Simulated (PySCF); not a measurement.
Parent: `[cH:1]1[cH:2][n:3][c:4]2[n:5][s:6][n:7][c:8]2[n:9]1`, C4H2N4S.

Level of theory: PySCF 2.14.0, PBE0-D3(BJ)/def2-SVP geometry optimisation, gas phase. One conformer each, not checked by frequencies here.

```json
{"coordinate of the parent": "C1–C2", "value": "1.439 Å"}
{"coordinate of the parent": "C2–N3", "value": "1.304 Å"}
{"coordinate of the parent": "N3–C4", "value": "1.353 Å"}
{"coordinate of the parent": "C4–N5", "value": "1.331 Å"}
{"coordinate of the parent": "N5–S6", "value": "1.623 Å"}
{"coordinate of the parent": "S6–N7", "value": "1.623 Å"}
{"coordinate of the parent": "N7–C8", "value": "1.331 Å"}
{"coordinate of the parent": "C8–N9", "value": "1.353 Å"}
{"coordinate of the parent": "C1–N9", "value": "1.304 Å"}
{"coordinate of the parent": "C4–C8", "value": "1.448 Å"}
{"coordinate of the parent": "C2–C1–N9", "value": "123.7°"}
{"coordinate of the parent": "C1–C2–N3", "value": "123.7°"}
{"coordinate of the parent": "C2–N3–C4", "value": "114.2°"}
{"coordinate of the parent": "N3–C4–N5", "value": "124.5°"}
{"coordinate of the parent": "N3–C4–C8", "value": "122.1°"}
{"coordinate of the parent": "N5–C4–C8", "value": "113.5°"}
{"coordinate of the parent": "C4–N5–S6", "value": "105.9°"}
{"coordinate of the parent": "N5–S6–N7", "value": "101.2°"}
{"coordinate of the parent": "S6–N7–C8", "value": "105.9°"}
{"coordinate of the parent": "N7–C8–N9", "value": "124.4°"}
{"coordinate of the parent": "C4–C8–N7", "value": "113.5°"}
{"coordinate of the parent": "C4–C8–N9", "value": "122.1°"}
{"coordinate of the parent": "C1–N9–C8", "value": "114.2°"}
```

Problem. How does the shared frame change in `[CH3:1][Se:2][c:3]1[cH:4][n:5][c:6]2[n:7][s:8][n:9][c:10]2[n:11]1` with C1–Se2–C3–C4 180°, C5H4N4SSe? Atoms pair as C1 = C3, C2 = C4, N3 = N5, C4 = C6, N5 = N7, S6 = S8, N7 = N9, C8 = C10, N9 = N11 (parent first).

Solution. 
```tsv
parent	relative	value in the relative	change
C1–C2	C3–C4	1.452 Å	+0.013
C2–N3	C4–N5	1.297 Å	-0.007
N3–C4	N5–C6	1.359 Å	+0.006
C4–N5	C6–N7	1.326 Å	-0.005
N5–S6	N7–S8	1.628 Å	+0.005
S6–N7	S8–N9	1.631 Å	+0.008
N7–C8	N9–C10	1.327 Å	-0.004
C8–N9	C10–N11	1.354 Å	+0.001
C1–N9	C3–N11	1.303 Å	-0.001
C4–C8	C6–C10	1.448 Å	0.000
C2–C1–N9	C4–C3–N11	123.1°	-0.6
C1–C2–N3	C3–C4–N5	123.4°	-0.3
C2–N3–C4	C4–N5–C6	114.9°	+0.7
N3–C4–N5	N5–C6–N7	124.5°	0.0
N3–C4–C8	N5–C6–C10	121.8°	-0.3
N5–C4–C8	N7–C6–C10	113.7°	+0.2
C4–N5–S6	C6–N7–S8	106.0°	+0.1
N5–S6–N7	N7–S8–N9	100.7°	-0.5
S6–N7–C8	S8–N9–C10	106.0°	+0.1
N7–C8–N9	N9–C10–N11	124.7°	+0.3
C4–C8–N7	C6–C10–N9	113.5°	0.0
C4–C8–N9	C6–C10–N11	121.8°	-0.3
C1–N9–C8	C3–N11–C10	115.0°	+0.8
```

Of the parent's bonds, C1–C2 changes most (+0.013 Å). Bonds of the relative outside the shared frame: C1–Se2 1.932, Se2–C3 1.890 Å.

Problem. How does the shared frame change in `[Cl:1][c:2]1[cH:3][n:4][c:5]2[n:6][s:7][n:8][c:9]2[n:10]1`, C4HClN4S? Atoms pair as C1 = C2, C2 = C3, N3 = N4, C4 = C5, N5 = N6, S6 = S7, N7 = N8, C8 = C9, N9 = N10 (parent first).

Solution. 
| parent | relative | value in the relative | change |
| --- | --- | --- | --- |
| C1–C2 | C2–C3 | 1.449 Å | +0.010 |
| C2–N3 | C3–N4 | 1.298 Å | -0.006 |
| N3–C4 | N4–C5 | 1.356 Å | +0.003 |
| C4–N5 | C5–N6 | 1.328 Å | -0.003 |
| N5–S6 | N6–S7 | 1.625 Å | +0.002 |
| S6–N7 | S7–N8 | 1.626 Å | +0.003 |
| N7–C8 | N8–C9 | 1.328 Å | -0.003 |
| C8–N9 | C9–N10 | 1.354 Å | +0.001 |
| C1–N9 | C2–N10 | 1.291 Å | -0.013 |
| C4–C8 | C5–C9 | 1.447 Å | -0.001 |
| C2–C1–N9 | C3–C2–N10 | 124.3° | +0.6 |
| C1–C2–N3 | C2–C3–N4 | 122.5° | -1.2 |
| C2–N3–C4 | C3–N4–C5 | 115.1° | +0.9 |
| N3–C4–N5 | N4–C5–N6 | 124.7° | +0.2 |
| N3–C4–C8 | N4–C5–C9 | 121.8° | -0.3 |
| N5–C4–C8 | N6–C5–C9 | 113.5° | 0.0 |
| C4–N5–S6 | C5–N6–S7 | 106.0° | +0.1 |
| N5–S6–N7 | N6–S7–N8 | 101.0° | -0.2 |
| S6–N7–C8 | S7–N8–C9 | 105.9° | 0.0 |
| N7–C8–N9 | N8–C9–N10 | 124.7° | +0.3 |
| C4–C8–N7 | C5–C9–N8 | 113.6° | +0.1 |
| C4–C8–N9 | C5–C9–N10 | 121.7° | -0.4 |
| C1–N9–C8 | C2–N10–C9 | 114.5° | +0.3 |

Of the parent's bonds, C1–N9 changes most (-0.013 Å). Bonds of the relative outside the shared frame: Cl1–C2 1.725 Å. Point group C2v → Cs.

Problem. How does the shared frame change in `[Br:1][c:2]1[cH:3][n:4][c:5]2[n:6][s:7][n:8][c:9]2[n:10]1`, C4HBrN4S? Atoms pair as C1 = C2, C2 = C3, N3 = N4, C4 = C5, N5 = N6, S6 = S7, N7 = N8, C8 = C9, N9 = N10 (parent first).

Solution. 
| parent | relative | value in the relative | change |
| --- | --- | --- | --- |
| C1–C2 | C2–C3 | 1.448 Å | +0.009 |
| C2–N3 | C3–N4 | 1.299 Å | -0.005 |
| N3–C4 | N4–C5 | 1.355 Å | +0.002 |
| C4–N5 | C5–N6 | 1.328 Å | -0.003 |
| N5–S6 | N6–S7 | 1.625 Å | +0.002 |
| S6–N7 | S7–N8 | 1.626 Å | +0.003 |
| N7–C8 | N8–C9 | 1.328 Å | -0.003 |
| C8–N9 | C9–N10 | 1.354 Å | +0.001 |
| C1–N9 | C2–N10 | 1.290 Å | -0.014 |
| C4–C8 | C5–C9 | 1.447 Å | -0.001 |
| C2–C1–N9 | C3–C2–N10 | 124.3° | +0.6 |
| C1–C2–N3 | C2–C3–N4 | 122.4° | -1.3 |
| C2–N3–C4 | C3–N4–C5 | 115.2° | +1.0 |
| N3–C4–N5 | N4–C5–N6 | 124.7° | +0.2 |
| N3–C4–C8 | N4–C5–C9 | 121.8° | -0.3 |
| N5–C4–C8 | N6–C5–C9 | 113.5° | 0.0 |
| C4–N5–S6 | C5–N6–S7 | 106.0° | +0.1 |
| N5–S6–N7 | N6–S7–N8 | 101.0° | -0.2 |
| S6–N7–C8 | S7–N8–C9 | 105.9° | 0.0 |
| N7–C8–N9 | N8–C9–N10 | 124.7° | +0.3 |
| C4–C8–N7 | C5–C9–N8 | 113.6° | +0.1 |
| C4–C8–N9 | C5–C9–N10 | 121.6° | -0.5 |
| C1–N9–C8 | C2–N10–C9 | 114.6° | +0.4 |

Of the parent's bonds, C1–N9 changes most (-0.014 Å). Bonds of the relative outside the shared frame: Br1–C2 1.885 Å. Point group C2v → Cs.

Problem. How does the shared frame change in `[O:1]=[CH:2][c:3]1[cH:4][n:5][c:6]2[n:7][s:8][n:9][c:10]2[n:11]1` with O1–C2–C3–C4 0°, C5H2N4OS? Atoms pair as C1 = C3, C2 = C4, N3 = N5, C4 = C6, N5 = N7, S6 = S8, N7 = N9, C8 = C10, N9 = N11 (parent first).

Solution. 
```json
{"parent": "C1–C2", "relative": "C3–C4", "value in the relative": "1.442 Å", "change": "+0.003"}
{"parent": "C2–N3", "relative": "C4–N5", "value in the relative": "1.303 Å", "change": "-0.001"}
{"parent": "N3–C4", "relative": "N5–C6", "value in the relative": "1.353 Å", "change": "0.000"}
{"parent": "C4–N5", "relative": "C6–N7", "value in the relative": "1.330 Å", "change": "-0.001"}
{"parent": "N5–S6", "relative": "N7–S8", "value in the relative": "1.623 Å", "change": "0.000"}
{"parent": "S6–N7", "relative": "S8–N9", "value in the relative": "1.621 Å", "change": "-0.002"}
{"parent": "N7–C8", "relative": "N9–C10", "value in the relative": "1.332 Å", "change": "+0.001"}
{"parent": "C8–N9", "relative": "C10–N11", "value in the relative": "1.348 Å", "change": "-0.005"}
{"parent": "C1–N9", "relative": "C3–N11", "value in the relative": "1.310 Å", "change": "+0.006"}
{"parent": "C4–C8", "relative": "C6–C10", "value in the relative": "1.450 Å", "change": "+0.002"}
{"parent": "C2–C1–N9", "relative": "C4–C3–N11", "value in the relative": "123.7°", "change": "0.0"}
{"parent": "C1–C2–N3", "relative": "C3–C4–N5", "value in the relative": "123.4°", "change": "-0.3"}
{"parent": "C2–N3–C4", "relative": "C4–N5–C6", "value in the relative": "114.4°", "change": "+0.2"}
{"parent": "N3–C4–N5", "relative": "N5–C6–N7", "value in the relative": "124.4°", "change": "-0.1"}
{"parent": "N3–C4–C8", "relative": "N5–C6–C10", "value in the relative": "122.3°", "change": "+0.2"}
{"parent": "N5–C4–C8", "relative": "N7–C6–C10", "value in the relative": "113.3°", "change": "-0.2"}
{"parent": "C4–N5–S6", "relative": "C6–N7–S8", "value in the relative": "106.0°", "change": "+0.1"}
{"parent": "N5–S6–N7", "relative": "N7–S8–N9", "value in the relative": "101.3°", "change": "+0.1"}
{"parent": "S6–N7–C8", "relative": "S8–N9–C10", "value in the relative": "105.9°", "change": "0.0"}
{"parent": "N7–C8–N9", "relative": "N9–C10–N11", "value in the relative": "124.5°", "change": "+0.1"}
{"parent": "C4–C8–N7", "relative": "C6–C10–N9", "value in the relative": "113.6°", "change": "+0.1"}
{"parent": "C4–C8–N9", "relative": "C6–C10–N11", "value in the relative": "121.9°", "change": "-0.2"}
{"parent": "C1–N9–C8", "relative": "C3–N11–C10", "value in the relative": "114.4°", "change": "+0.2"}
```

Of the parent's bonds, C8–N9 and C1–N9 change most and about equally (-0.005 to +0.006 Å). Bonds of the relative outside the shared frame: O1=C2 1.202, C2–C3 1.493 Å. Point group C2v → Cs.
